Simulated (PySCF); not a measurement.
**`C=CC[P@](=C)(C)P`: 4 charge schemes on one density**

Compound: C5H12P2.
Atom-mapped SMILES: `[CH2:1]=[CH:2][CH2:3][P@:4](=[CH2:5])([CH3:6])[PH2:7]` (hydrogens: H8, H9 on C1; H10 on C2; H11, H12 on C3; H13, H14 on C5; H15, H16, H17 on C6; H18, H19 on P7)

Cartesian coordinates in Å at the GFN2-xTB level; atoms count from 1:
```
atom  x, y, z in Å
C1     2.895   -0.103   -0.585
C2     1.705   -0.246   -1.139
C3     0.585   -1.024   -0.542
P4    -0.692    0.157    0.062
C5    -0.130    0.863    1.511
C6    -2.128   -0.900    0.458
P7    -1.372    1.021   -1.929
H8     3.142   -0.580    0.349
H9     3.668    0.493   -1.039
H10    1.473    0.241   -2.080
H11    0.914   -1.608    0.320
H12    0.116   -1.671   -1.289
H13    0.815    1.381    1.377
H14   -0.880    1.497    1.977
H15   -1.799   -1.670    1.153
H16   -2.538   -1.347   -0.447
H17   -2.890   -0.290    0.941
H18   -2.394    1.702   -1.273
H19   -0.499    2.094   -1.786
```

Density: PBE0/pcSseg-1 (PySCF); schemes: Mulliken, IAO, Hirshfeld and ESP-fitted. Geometry: GFN2-xTB, one conformer, isolated molecule.

Q: Tabulate the Mulliken, IAO, Hirshfeld and ESP-fitted charges.

A: In e:

```
atom                     environment  Mulliken     IAO  Hirshfeld  ESP-fitted
  C1            terminal =CH2 carbon    -0.121  -0.315     -0.095      -0.383
  C2                alkene CH carbon    -0.278  -0.138     -0.041      -0.210
  C3  sp3 carbon bound to phosphorus    -0.294  -0.461     -0.107      -0.269
  P4  phosphorus bonded to 3 C and P    +0.157  +0.996     +0.319      +0.510
  C5      carbon bonded to P and 2 H    -0.517  -0.877     -0.312      -0.909
  C6  sp3 carbon bound to phosphorus    -0.415  -0.636     -0.155      -0.556
  P7     three-coordinate phosphorus    -0.068  -0.126     -0.003      -0.358
  H8                vinylic hydrogen    +0.118  +0.151     +0.050      +0.198
  H9                vinylic hydrogen    +0.119  +0.155     +0.050      +0.169
 H10                vinylic hydrogen    +0.128  +0.141     +0.039      +0.215
 H11              methylene hydrogen    +0.166  +0.166     +0.053      +0.176
 H12              methylene hydrogen    +0.164  +0.159     +0.046      +0.145
 H13                  hydrogen on C5    +0.126  +0.147     +0.011      +0.252
 H14                  hydrogen on C5    +0.116  +0.143     +0.014      +0.236
 H15                 methyl hydrogen    +0.165  +0.174     +0.055      +0.163
 H16                 methyl hydrogen    +0.146  +0.156     +0.045      +0.180
 H17                 methyl hydrogen    +0.160  +0.167     +0.054      +0.208
 H18                    P–H hydrogen    +0.059  -0.003     -0.013      +0.125
 H19                    P–H hydrogen    +0.067  +0.002     -0.012      +0.107
```

Mean size of the charges over all atoms: ESP-fitted 0.283 e, IAO 0.269 e, Mulliken 0.178 e, Hirshfeld 0.078 e. Each set sums to the total charge, 0, to within 0.001 e. The Mulliken scheme gives each basis function's population to the atom it is centred on and halves the overlap population of two atoms between them. The IAO scheme counts the electrons in orthogonalised intrinsic atomic orbitals, a minimal basis polarised so that it spans the occupied orbitals exactly.

Lowest charge. All schemes agree: Mulliken C5 (-0.517); IAO C5 (-0.877); Hirshfeld C5 (-0.312); ESP-fitted C5 (-0.909).

Highest charge. The schemes don't all agree: Mulliken H11 (+0.166); IAO P4 (+0.996); Hirshfeld P4 (+0.319); ESP-fitted P4 (+0.510).

Q: Sum the charges by element.

A: 
| element | atoms | Mulliken | IAO | Hirshfeld | ESP-fitted |
| --- | --- | --- | --- | --- | --- |
| C | 5 | -1.625 | -2.427 | -0.709 | -2.327 |
| P | 2 | +0.089 | +0.871 | +0.316 | +0.151 |
| H | 12 | +1.536 | +1.556 | +0.393 | +2.176 |

Q: How many electrons does the ESP-fitted scheme count on C3?

A: Z − q = 6 − (-0.269) = 6.269.
